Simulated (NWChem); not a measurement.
System: C2H5BrSi; SMILES [SiH2](Br)C=C

Here is an NWChem input.

```
start job
memory heap 200 mb stack 900 mb global 1100 mb
geometry units angstroms noautoz
  Si    -0.823660    -0.576573    -0.087626
  Br     0.227413     1.383753     0.267412
  C      0.427817    -1.914457    -0.451080
  C      0.582149    -2.995909     0.339853
  H     -1.595514    -0.936591     1.149217
  H     -1.758255    -0.355801    -1.242828
  H      1.060666    -1.815192    -1.352408
  H      1.316157    -3.788443     0.112793
  H     -0.019358    -3.138930     1.254696
end
basis spherical
  Si library def2-tzvp
  Br library def2-tzvp
  C library def2-tzvp
  H library def2-tzvp
end
dft
  xc b3pw91
  iterations 150
  semidirect filesize 400000000
  mulliken
end
task dft energy
```

Output (shortened):

```
             Northwest Computational Chemistry Package (NWChem) 7.3.0
             --------------------------------------------------------

 C1  symmetry detected

                             Geometry "geometry" -> ""
                             -------------------------

 Output coordinates in angstroms (scale by  1.889725989 to convert to a.u.)

  No.       Tag          Charge          X              Y              Z
 ---- ---------------- ---------- -------------- -------------- --------------
    1 Si                  14.0000    -0.85650576    -0.60830421     0.00353239
    2 Br                  35.0000     0.20239533     1.37969876     0.01956706
    3 C                    6.0000     0.33220346    -1.95994767    -0.49472202
    4 C                    6.0000     0.65301051    -2.98098990     0.32594076
    5 H                    1.0000    -1.37703882    -0.88438874     1.38482701
    6 H                    1.0000    -1.99418114    -0.47722200    -0.96868771
    7 H                    1.0000     0.78396243    -1.92093367    -1.50325328
    8 H                    1.0000     1.34777631    -3.78256656     0.02063846
    9 H                    1.0000     0.23544163    -3.06246134     1.34486275

 Effective nuclear repulsion energy (a.u.)     287.5989443622

                                 NWChem DFT Module
                                 -----------------

 Summary of "ao basis" -> "ao basis" (spherical)
 ------------------------------------------------------------------------------
       Tag                 Description            Shells   Functions and Types
 ---------------- ------------------------------  ------  ---------------------
 Si                        def2-tzvp                13       37   5s5p2d1f
 Br                        def2-tzvp                16       48   6s5p4d1f
 C                         def2-tzvp                11       31   5s3p2d1f
 H                         def2-tzvp                 4        6   3s1p

            General Information
            -------------------
          SCF calculation type: DFT
          Wavefunction type:  closed shell.
          No. of atoms     :     9
          No. of electrons :    66
           Alpha electrons :    33
            Beta electrons :    33
          Charge           :     0
          Spin multiplicity:     1
          Use of symmetry is: off; symmetry adaption is: off
          Maximum number of iterations: 150
          AO basis - number of functions:   177
                     number of shells:    71
          Convergence on energy requested:  1.00D-06
          Convergence on density requested:  1.00D-05
          Convergence on gradient requested:  5.00D-04

              XC Information
              --------------
                       B3PW91 Method XC Functional
                     Hartree-Fock (Exact) Exchange  0.200
                        Slater Exchange Functional  0.800 local
                    Becke 1988 Exchange Functional  0.720 non-local
                Perdew 1991 Correlation Functional  0.810 non-local
            Perdew 1991 LDA Correlation Functional  1.000 local

             Grid Information
             ----------------
          Grid used for XC integration:  medium
          Radial quadrature: Mura-Knowles
          Angular quadrature: Lebedev.
          Tag              B.-S. Rad. Rad. Pts. Rad. Cut. Ang. Pts.
          ---              ---------- --------- --------- ---------
          Si                  1.10       88          11.0       590
          Br                  1.15      112          13.0       590
          C                   0.70       49          12.0       434
          H                   0.35       45          13.0       434
          Grid pruning is: on
          Number of quadrature shells:   523
          Spatial weights used:  Erf1

      Superposition of Atomic Density Guess
      -------------------------------------

 Sum of atomic energies:       -2939.07611298

      Non-variational initial energy
      ------------------------------

 Total energy =   -2940.718895
 1-e energy   =   -4658.847751
 2-e energy   =    1430.529911
 HOMO         =      -0.340492
 LUMO         =      -0.031380

------------------------------------------------------------
EAF file 0: "./job.aoints.0" size=455606272 bytes
------------------------------------------------------------
               write      read    awrite     aread      wait
               -----      ----    ------     -----      ----
     calls:      869         0         0         0         0
   data(b): 4.56e+08  0.00e+00  0.00e+00  0.00e+00
   time(s): 0.00e+00  0.00e+00  0.00e+00  0.00e+00  0.00e+00
rate(mb/s): 0.00e+00  0.00e+00
------------------------------------------------------------

     ---------------------------------------------
      Total Density - Mulliken Population Analysis
     ---------------------------------------------

    Atom       Charge   Shell Charges
 -----------   ------   -------------------------------------------------------
    1 Si  14    13.34   2.00  0.59  1.39  0.86  0.41  4.11  1.73  0.48  1.14  0.36  0.10  0.15  0.03
    2 Br  35    35.40   2.00  2.00  1.16  0.78  1.01  0.98  6.00  5.94  1.30  2.92  1.29  8.98  1.02 -0.01  0.03  0.00
    3 C    6     6.38   0.86  1.12  0.57  0.67  0.10  1.21  1.40  0.39  0.01  0.04  0.01
    4 C    6     6.27   0.86  1.12  0.57  0.66  0.12  1.17  1.27  0.44  0.02  0.04  0.01
    5 H    1     1.04   0.22  0.54  0.27  0.01
    6 H    1     1.04   0.22  0.54  0.27  0.01
    7 H    1     0.84   0.23  0.45  0.13  0.02
    8 H    1     0.84   0.24  0.45  0.13  0.02
    9 H    1     0.84   0.24  0.45  0.14  0.02

   convergence    iter        energy       DeltaE   RMS-Dens  Diis-err
 ---------------- ----- ----------------- --------- --------- ---------
 d= 0,ls=0.0,diis     1  -2942.8317226548 -3.23D+03  3.54D-03  9.09D-01
 d= 0,ls=0.0,diis     2  -2942.8559304435 -2.42D-02  2.50D-03  2.22D-01
 d= 0,ls=0.0,diis     3  -2942.8705435073 -1.46D-02  1.03D-03  9.34D-02
 d= 0,ls=0.0,diis     4  -2942.8821125117 -1.16D-02  1.11D-04  5.12D-04
 d= 0,ls=0.0,diis     5  -2942.8821430562 -3.05D-05  4.50D-05  3.02D-04
  Resetting Diis
 d= 0,ls=0.0,diis     6  -2942.8821791099 -3.61D-05  1.33D-05  1.19D-05
 d= 0,ls=0.0,diis     7  -2942.8821806983 -1.59D-06  6.37D-06  1.06D-06
 d= 0,ls=0.0,diis     8  -2942.8821805593  1.39D-07  3.99D-06  2.02D-06

         Total DFT energy =    -2942.882180559305
      One electron energy =    -4662.563440155136
           Coulomb energy =     1556.975899820289
    Exchange-Corr. energy =     -124.893584586645
 Nuclear repulsion energy =      287.598944362187

 Numeric. integr. density =       66.000020084400

                       DFT Final Molecular Orbital Analysis
                       ------------------------------------

 Vector   31  Occ=2.000000D+00  E=-3.037925D-01
              MO Center=  2.0D-01, -9.4D-01, -7.5D-02, r^2= 4.9D+00
   Bfn.  Coefficient  Atom+Function         Bfn.  Coefficient  Atom+Function
  ----- ------------  ---------------      ----- ------------  ---------------
    53      0.232011  2 Br px                91      0.216502  3 C  px
    55     -0.210891  2 Br pz                94      0.191158  3 C  px
    47     -0.160367  2 Br px                50      0.145271  2 Br px
    49      0.144285  2 Br pz                56      0.137772  2 Br px
   123      0.137457  4 C  py               122      0.133407  4 C  px

 Vector   32  Occ=2.000000D+00  E=-2.959577D-01
              MO Center= -9.3D-02,  8.9D-01, -4.6D-03, r^2= 3.0D+00
   Bfn.  Coefficient  Atom+Function         Bfn.  Coefficient  Atom+Function
  ----- ------------  ---------------      ----- ------------  ---------------
    55      0.427004  2 Br pz                49     -0.292172  2 Br pz
    52      0.264804  2 Br pz                58      0.256449  2 Br pz
    53      0.193188  2 Br px                47     -0.132678  2 Br px
   155      0.123561  6 H  s                 50      0.120439  2 Br px
    56      0.115786  2 Br px               156      0.100235  6 H  s

 Vector   33  Occ=2.000000D+00  E=-2.924593D-01
              MO Center=  2.7D-01, -3.3D-01, -3.4D-03, r^2= 5.2D+00
   Bfn.  Coefficient  Atom+Function         Bfn.  Coefficient  Atom+Function
  ----- ------------  ---------------      ----- ------------  ---------------
    53      0.293741  2 Br px                54     -0.238226  2 Br py
    47     -0.199703  2 Br px                50      0.180959  2 Br px
    56      0.178271  2 Br px                48      0.164560  2 Br py
   122     -0.163903  4 C  px                92     -0.160784  3 C  py
    51     -0.149778  2 Br py                57     -0.143413  2 Br py

 Vector   34  Occ=0.000000D+00  E=-4.843854D-02
              MO Center=  2.1D-01, -1.9D+00, -1.5D-02, r^2= 4.2D+00
   Bfn.  Coefficient  Atom+Function         Bfn.  Coefficient  Atom+Function
  ----- ------------  ---------------      ----- ------------  ---------------
   128      0.345974  4 C  px                19     -0.286042  1 Si py
   129      0.247445  4 C  py                98     -0.242172  3 C  py
    97     -0.231867  3 C  px               122      0.225854  4 C  px
   125      0.204200  4 C  px                57     -0.202751  2 Br py
    43      0.198541  2 Br s                130      0.191305  4 C  pz

 Vector   35  Occ=0.000000D+00  E= 7.289533D-03
              MO Center= -5.2D-01, -5.7D-01, -3.2D-02, r^2= 5.9D+00
   Bfn.  Coefficient  Atom+Function         Bfn.  Coefficient  Atom+Function
  ----- ------------  ---------------      ----- ------------  ---------------
    19      0.658878  1 Si py                 5      0.600037  1 Si s
    43     -0.489983  2 Br s                 57      0.361984  2 Br py
   156     -0.356593  6 H  s                  4      0.332748  1 Si s
    97     -0.327354  3 C  px                16      0.283738  1 Si py
   121      0.274656  4 C  s                 18      0.272315  1 Si px

 Vector   36  Occ=0.000000D+00  E= 2.885433D-02
              MO Center= -9.2D-01, -5.5D-01,  3.4D-02, r^2= 5.3D+00
   Bfn.  Coefficient  Atom+Function         Bfn.  Coefficient  Atom+Function
  ----- ------------  ---------------      ----- ------------  ---------------
    90      1.843428  3 C  s                 18     -1.349686  1 Si px
   150     -0.686208  5 H  s                 20      0.592463  1 Si pz
    19      0.540527  1 Si py               156     -0.518546  6 H  s
   162     -0.505376  7 H  s                174     -0.491409  9 H  s
    98      0.475422  3 C  py                 5     -0.447412  1 Si s

------------------------------------------------------------
EAF file 0: "./job.aoints.0" size=704643072 bytes
------------------------------------------------------------
               write      read    awrite     aread      wait
               -----      ----    ------     -----      ----
     calls:     1344         7         0      9401      9401
   data(b): 7.05e+08  3.67e+06  0.00e+00  4.93e+09
   time(s): 0.00e+00  0.00e+00  0.00e+00  0.00e+00  0.00e+00
rate(mb/s): 0.00e+00  0.00e+00
------------------------------------------------------------

     ---------------------------------------------
      Total Density - Mulliken Population Analysis
     ---------------------------------------------

    Atom       Charge   Shell Charges
 -----------   ------   -------------------------------------------------------
    1 Si  14    13.64   2.00  0.57  1.39  0.92  0.35  4.13  1.68  0.59  1.36  0.24  0.14  0.23  0.04
    2 Br  35    35.25   2.00  2.01  1.16  0.78  1.06  0.94  6.00  5.93  1.35  2.74  1.26  8.95  1.01  0.03  0.04  0.00
    3 C    6     6.23   0.85  1.12  0.52  0.67  0.09  1.28  1.27  0.37  0.01  0.04  0.00
    4 C    6     6.24   0.85  1.12  0.53  0.65  0.11  1.28  1.21  0.43  0.02  0.04  0.00
    5 H    1     1.02   0.24  0.54  0.23  0.01
    6 H    1     1.02   0.24  0.54  0.23  0.01
    7 H    1     0.87   0.26  0.49  0.10  0.02
    8 H    1     0.87   0.27  0.49  0.09  0.02
    9 H    1     0.87   0.27  0.48  0.09  0.02

     -------------------------------------------
      Total Density - Lowdin Population Analysis
     -------------------------------------------

    Atom       Charge   Shell Charges
 -----------   ------   -------------------------------------------------------
    1 Si  14    13.96   2.00  0.84  1.10  0.53  0.33  3.85  1.87  0.69  1.19  0.65  0.14  0.64  0.14
    2 Br  35    34.87   2.00  2.00  1.15  0.82  0.83  0.85  5.98  5.66  1.64  2.44  1.42  8.53  1.23  0.23  0.07  0.01
    3 C    6     6.33   0.91  1.04  0.37  0.36  0.20  1.11  1.36  0.68  0.02  0.26  0.03
    4 C    6     6.20   0.91  1.04  0.38  0.37  0.18  1.10  1.31  0.63  0.02  0.23  0.03
    5 H    1     1.03   0.24  0.47  0.29  0.02
    6 H    1     1.03   0.24  0.47  0.29  0.02
    7 H    1     0.86   0.25  0.39  0.16  0.06
    8 H    1     0.87   0.25  0.40  0.17  0.06
    9 H    1     0.87   0.25  0.39  0.17  0.06

     Multipole analysis of the density
     ---------------------------------

     L   x y z        total         alpha         beta         nuclear
     -   - - -        -----         -----         ----         -------
     0   0 0 0     -0.000000    -33.000000    -33.000000     66.000000

     1   1 0 0     -0.023721     -0.011860     -0.011860     -0.000000
     1   0 1 0     -0.813870     -0.406935     -0.406935      0.000000
     1   0 0 1     -0.036571     -0.018285     -0.018285      0.000000

     2   2 0 0    -33.671098    -58.410561    -58.410561     83.150023
     2   1 1 0     -1.054941      6.032663      6.032663    -13.120266
     2   1 0 1     -0.647159      0.429994      0.429994     -1.507147
     2   0 2 0    -31.506672   -331.003151   -331.003151    630.499629
     2   0 1 1     -0.425933      1.873668      1.873668     -4.173268
     2   0 0 2    -32.919115    -32.608718    -32.608718     32.298322
```

Level: B3PW91/def2-TZVP. Structure relaxed at the PBE-D3(BJ)/def2-SVP level.
